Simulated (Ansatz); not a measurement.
C2H8SSn, SMILES `CS[CH2][SnH3]`. Total charge 0; spin multiplicity 1. Sn: def2 effective core potential. Geometry: relaxed with PBE0-D4/def2-TZVP. It is one conformer, not always the lowest.

```xyz
12

C    -0.252   -2.207   -0.962
S     0.815   -0.837   -0.496
C    -0.380    0.303    0.189
Sn    0.617    2.093    0.860
H     0.385   -2.973   -1.406
H    -0.994   -1.893   -1.699
H    -0.754   -2.628   -0.088
H    -0.896   -0.135    1.047
H    -1.122    0.593   -0.560
H     1.752    1.698    2.069
H     1.397    2.844   -0.457
H    -0.568    3.143    1.502
```

Q: What is the dipole moment at B3LYP/def2-TZVPP? (Estimate.)

A: Computed: 1.70 D, with components (-1.62, -0.53, -0.01) D in this frame, pointing from negative to positive charge.

Q: And with PBE, r2SCAN, ωB97M-V? (Best estimate.)

A: The calculation gave: PBE 1.70 D, r2SCAN 1.77 D, ωB97M-V 1.67 D.

Q: Give the Mulliken charges with B3LYP, ωB97M-V, PBE in def2-TZVPP. (An estimate is asked.)

A: Ansatz gave: 
| atom | B3LYP | ωB97M-V | PBE |
| --- | --- | --- | --- |
| C1 | -0.28 | -0.36 | -0.27 |
| S2 | -0.11 | -0.05 | -0.12 |
| C3 | -0.42 | -0.50 | -0.40 |
| Sn4 | 0.60 | 0.46 | 0.53 |
| H5 | 0.12 | 0.13 | 0.12 |
| H6 | 0.11 | 0.13 | 0.11 |
| H7 | 0.11 | 0.13 | 0.11 |
| H8 | 0.13 | 0.16 | 0.13 |
| H9 | 0.13 | 0.16 | 0.13 |
| H10 | -0.12 | -0.08 | -0.11 |
| H11 | -0.12 | -0.08 | -0.11 |
| H12 | -0.13 | -0.09 | -0.12 |

B3LYP here is the variant with VWN-RPA as its local correlation; programs differ in this.
